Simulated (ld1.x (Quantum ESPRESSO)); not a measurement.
Configuration tests for N (PAW)

ld1.x (Quantum ESPRESSO) 7.5 input, shortened:

```
&input
   title='N', zed=7., rel=0, dft='PZ', iswitch=3,
   config='[He] 2s1.75 2p3.25 3d-2'
 /
 &inputp
   pseudotype=3, lpaw=.true., tm=.true., lloc=-1, rcloc=1.30,
   nlcc=.true., new_core_ps=.true., rcore=0.85,
   which_augfun='GAUSS', rmatch_augfun=0.70
 /
6
2S  1  0   1.75   0.00  0.90  1.00  0.0
2S  1  0   0.00   3.90  0.90  1.00  0.0
2P  2  1   3.25   0.00  1.35  1.85  0.0
2P  2  1   0.00   3.25  1.35  1.85  0.0
3D  3  2  -2.00   0.20  1.50  1.90  0.0
3D  3  2  -2.00   1.10  1.50  1.90  0.0
 &test
   configts(1)='2s1.75 2p3.25'
 /
```

Energies are relative to the spin-unpolarised reference configuration 2s1.75 2p3.25; without spin polarisation the order of configurations can differ from experiment. Not all tests gave a result: test run stopped at test 4 of 9 (negative rho).

```csv
valence configuration,charge,ΔE all-electron (eV),error AE − PS (meV)
2s2 2p3,0,-2.789,+0.3
2s2 2p2,+1,10.948,+6.3
2s2 2p1,+2,39.923,+11
```

Levels in the configuration 2s2 2p2:

```tsv
level	all-electron (eV)	pseudo (eV)
2s	-32.222	-32.222
2p	-20.822	-20.814
```
